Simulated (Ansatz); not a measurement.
The cluster Ag2H. Charge 0, multiplicity 2. Geometry r2SCAN-D4/def2-TZVP.

Cartesian coordinates in Å:
```
Ag 0.328 0.488 -0.368
Ag 0.003 -0.392 2.095
H -0.330 -0.095 -1.727
```

In the def2 sets Ag takes a core potential; there is no spin–orbit coupling. B3LYP takes the VWN-RPA correlation. Another isomer (doublet) lies 0.16 eV lower at PBE0-D4/def2-TZVP; other spin states weren't run for this one.

Task: Estimate the α-spin orbital energies around the gap (eV) in Ansatz with HF/def2-TZVP, PBE-D4/def2-TZVP, r2SCAN-D4/def2-TZVP, B3LYP-D4/def2-TZVP, PBE0-D4/def2-TZVP.

Result: 
```json
{"orbital": "HOMO−5", "HF/def2-TZVP": "-13.90", "PBE-D4/def2-TZVP": "-7.68", "r2SCAN-D4/def2-TZVP": "-7.96", "B3LYP-D4/def2-TZVP": "-9.20", "PBE0-D4/def2-TZVP": "-9.49"}
{"orbital": "HOMO−4", "HF/def2-TZVP": "-13.82", "PBE-D4/def2-TZVP": "-7.60", "r2SCAN-D4/def2-TZVP": "-7.84", "B3LYP-D4/def2-TZVP": "-9.06", "PBE0-D4/def2-TZVP": "-9.34"}
{"orbital": "HOMO−3", "HF/def2-TZVP": "-13.69", "PBE-D4/def2-TZVP": "-7.42", "r2SCAN-D4/def2-TZVP": "-7.65", "B3LYP-D4/def2-TZVP": "-8.87", "PBE0-D4/def2-TZVP": "-9.16"}
{"orbital": "HOMO−2", "HF/def2-TZVP": "-13.51", "PBE-D4/def2-TZVP": "-7.32", "r2SCAN-D4/def2-TZVP": "-7.56", "B3LYP-D4/def2-TZVP": "-8.75", "PBE0-D4/def2-TZVP": "-9.03"}
{"orbital": "HOMO−1", "HF/def2-TZVP": "-9.35", "PBE-D4/def2-TZVP": "-6.33", "r2SCAN-D4/def2-TZVP": "-6.45", "B3LYP-D4/def2-TZVP": "-7.20", "PBE0-D4/def2-TZVP": "-7.28"}
{"orbital": "HOMO", "HF/def2-TZVP": "-7.29", "PBE-D4/def2-TZVP": "-5.08", "r2SCAN-D4/def2-TZVP": "-5.24", "B3LYP-D4/def2-TZVP": "-5.71", "PBE0-D4/def2-TZVP": "-5.79"}
{"orbital": "LUMO", "HF/def2-TZVP": "0.25", "PBE-D4/def2-TZVP": "-2.59", "r2SCAN-D4/def2-TZVP": "-2.39", "B3LYP-D4/def2-TZVP": "-2.13", "PBE0-D4/def2-TZVP": "-1.88"}
{"orbital": "LUMO+1", "HF/def2-TZVP": "0.82", "PBE-D4/def2-TZVP": "-1.41", "r2SCAN-D4/def2-TZVP": "-1.17", "B3LYP-D4/def2-TZVP": "-1.02", "PBE0-D4/def2-TZVP": "-0.84"}
{"orbital": "LUMO+2", "HF/def2-TZVP": "1.15", "PBE-D4/def2-TZVP": "-1.18", "r2SCAN-D4/def2-TZVP": "-0.91", "B3LYP-D4/def2-TZVP": "-0.77", "PBE0-D4/def2-TZVP": "-0.61"}
{"orbital": "LUMO+3", "HF/def2-TZVP": "2.23", "PBE-D4/def2-TZVP": "-0.26", "r2SCAN-D4/def2-TZVP": "0.12", "B3LYP-D4/def2-TZVP": "0.16", "PBE0-D4/def2-TZVP": "0.38"}
{"orbital": "LUMO+4", "HF/def2-TZVP": "2.81", "PBE-D4/def2-TZVP": "0.35", "r2SCAN-D4/def2-TZVP": "0.86", "B3LYP-D4/def2-TZVP": "0.74", "PBE0-D4/def2-TZVP": "0.98"}
{"orbital": "LUMO+5", "HF/def2-TZVP": "3.96", "PBE-D4/def2-TZVP": "1.60", "r2SCAN-D4/def2-TZVP": "2.59", "B3LYP-D4/def2-TZVP": "2.01", "PBE0-D4/def2-TZVP": "2.20"}
{"orbital": "β HOMO", "HF/def2-TZVP": "-8.21", "PBE-D4/def2-TZVP": "-6.06", "r2SCAN-D4/def2-TZVP": "-6.09", "B3LYP-D4/def2-TZVP": "-6.71", "PBE0-D4/def2-TZVP": "-6.71"}
{"orbital": "β LUMO", "HF/def2-TZVP": "-0.45", "PBE-D4/def2-TZVP": "-4.50", "r2SCAN-D4/def2-TZVP": "-4.25", "B3LYP-D4/def2-TZVP": "-4.01", "PBE0-D4/def2-TZVP": "-3.61"}
```
